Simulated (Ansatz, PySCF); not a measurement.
Zn(SeH)2 (H₂Se₂Zn), SMILES [SeH][Zn][SeH].

Coordinates come from a B3LYP-D3(BJ)/def2-SVP optimisation. Other conformers were not sampled.

Vertical ionisation energy (IE) and electron affinity (EA) in eV. Rows of orbital energies are one-electron estimates. Where ΔSCF, EOM or ADC give a negative EA the extra electron is unbound and the value depends on the basis.

| level | IE | EA |
|---|---|---|
| −ε(HOMO), −ε(LUMO), PBE0/def2-TZVPD (PySCF) | 7.18 | 1.32 |
| −ε(HOMO), −ε(LUMO), PBE/def2-TZVPD (PySCF) | (withheld) | (withheld) |
| ΔSCF, PBE0/def2-SVPD (Ansatz), final states of multiplicity 2 and 2 | 9.03 | -0.07 |
| ΔSCF, PBE/def2-SVPD (Ansatz), final states of multiplicity 2 and 2 | 8.68 | 0.05 |

Question: Some entries are withheld; supply them. (Estimate from the structure and the level; the computed values follow.)

Answer: 
- −ε(HOMO), −ε(LUMO), PBE/def2-TZVPD (PySCF), IE: 6.08
- −ε(HOMO), −ε(LUMO), PBE/def2-TZVPD (PySCF), EA: 2.11

Question: What vertical singlet–triplet gap does ΔSCF give with PBE0/def2-SVPD (Ansatz, a program for electronic structure) and with PBE/def2-SVPD (Ansatz)? (An estimate is asked for; the answer gives what the named calculation found.)

Answer: 4.33 and 3.88 eV (triplet above singlet where positive).
